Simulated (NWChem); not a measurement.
Species: 1,1,1,2-tetrafluoroethane (C$_{2}$H$_{2}$F$_{4}$); SMILES C(CF)(F)(F)F

```xyz
8

F     -0.1347     1.9478     0.0035
C      0.7450     0.9147    -0.0069
C     -0.0034    -0.4008    -0.0002
F     -0.7636    -0.5272     1.0841
F     -0.7875    -0.5245    -1.0676
F      0.8790    -1.4036    -0.0113
H      1.3896     0.9516     0.8858
H      1.3707     0.9534    -0.9129
```
Atoms are numbered in this order, from 1.

Program: NWChem. Pople sets run with spherical d functions. Coordinates come from a PBE0/def2-SVP optimisation. Level: PBE/6-31G* with COSMO at NWChem's default radii, gas-phase geometry; the question gives the dielectric constant.

Problem. Estimate the computed values for dielectric constant 20.7. Quantities: electrostatic solvation energy (kcal/mol); dipole in solution (D).

Solution. 
- electrostatic solvation energy (kcal/mol) = -2.3
- dipole in solution (D) = 1.92
